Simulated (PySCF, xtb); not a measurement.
C3H9NSi2, SMILES C#C[Si@@H](C)N[SiH3].

GFN2-xTB in xtb at its own geometry gives an orbital gap of 4.67 eV and a dipole moment of 0.26 D.

Coordinates come from a B3LYP-D3(BJ)/def2-SVP optimisation. The structure was generated by enumeration; whether it is a known compound was not checked. One conformer was computed; it need not be the lowest.

**Question.** What does PBE/def2-TZVP (PySCF) give? (An estimate is asked for; the answer gives what the named calculation found.)

**Answer.** gap 5.01 eV (levels -6.16 and -1.15 eV), dipole 0.31 D.
